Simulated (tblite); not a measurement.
Species: C₆H₆NS (doublet state).
Atom-mapped SMILES: `[N:1]#[C:2][C@@H:3]1[CH:4]=[CH:5][CH2:6][C:7]1[SH:8]` (hydrogens: H9 on C3; H10 on C4; H11 on C5; H12, H13 on C6; H14 on S8)

Structure used (GFN2-xTB), in Å, numbered top down from 1:
```xyz
14
C6H6NS angstrom
N     -1.663   -2.535   -0.734
C     -1.123   -1.786   -0.060
C     -0.397   -0.806    0.726
C     -1.199    0.469    0.826
C     -0.640    1.455    0.143
C      0.639    1.044   -0.523
C      0.827   -0.347   -0.012
S      2.008   -1.464   -0.600
H     -0.173   -1.253    1.705
H     -2.122    0.503    1.376
H     -1.026    2.455    0.049
H      1.473    1.703   -0.249
H      0.544    1.092   -1.617
H      2.852   -0.532   -1.051
```

All values are computed: GFN2-xTB (tblite) harmonic vibrations without scaling, gas phase. Against measured fundamentals such values can be off by several per cent, at times by over 20. Modes of hydrogen on sulfur can be 10 to 20 % off. One conformer, not necessarily the lowest. Open shells enter through the occupations alone, without spin polarisation, and single modes of such species can be off by tens of per cent.

Harmonic wavenumbers (cm⁻¹): 61.0, 91.4, 148.1, 193.8, 247.4, 276.9, 366.8, 422.2, 517.8, 538.3, 731.2, 762.2, 794.6, 852.8, 874.0, 925.8, 955.4, 1005.8, 1022.2, 1082.5, 1094.3, 1105.1, 1184.3, 1187.9, 1211.2, 1270.2, 1287.7, 1438.7, 1685.5, 2389.5, 2392.6, 2843.4, 2858.9, 2901.4, 3121.4, 3139.3.

A = 2149, B = 1810, C = 1098 MHz; mass 124.022 u (most abundant isotopes); point group C1, symmetry number 1; spin multiplicity 2.

Task: What is the zero-point energy?

Result: ½Σν̃ = 21491 cm⁻¹ = 61.45 kcal/mol.

Task: Entropy at 500 K, 1 bar (ideal gas, RRHO, classical rotation)?

Result: Translation 42.95, rotation 30.25, vibration 36.81, spin (R ln 2) 1.38: S = 111.4 cal/(mol K).

Task: And Cp and H(500 K) − H(0)?

Result: Cp = 45.10 cal/(mol K), of which vibrations give 37.15 (their classical limit is 36 R = 71.5); H(500 K) − H(0) = 13.60 kcal/mol without the zero-point energy, 9.63 from vibrations.

Task: How do the functions run with temperature in this model?

Result: 
```
 T (K)  S (cal/(mol K))  Cp (cal/(mol K))  H − H(0) (kcal/mol)  G − H(0) (kcal/mol)  ln q(vib)
    50             58.2              11.5                 0.46                -2.44       0.28
   100             67.6              16.0                 1.15                -5.60       1.10
298.15             91.7              31.3                 5.81               -21.54       4.90
373.15             99.4              37.0                 8.37               -28.71       6.36
   750            131.9              55.9                26.34               -72.59      13.55
  1000            149.0              62.6                41.20              -107.76      17.92
```

q(vib) and H(0) count from the zero-point level.

Task: Which modes carry the vibrational entropy at 500 K?

Result: 61.0 cm⁻¹: 5.45; 91.4 cm⁻¹: 4.65; 148.1 cm⁻¹: 3.70; 193.8 cm⁻¹: 3.17; 247.4 cm⁻¹: 2.70; 276.9 cm⁻¹: 2.49 cal/(mol K); the other 30 give 14.65 together.

Hindered rotation and anharmonicity are outside this model. Other conformers, if any are populated, would add a mixing term that is left out. The structure is chiral; the term R ln 2 for an equal mix with its mirror image is left out.
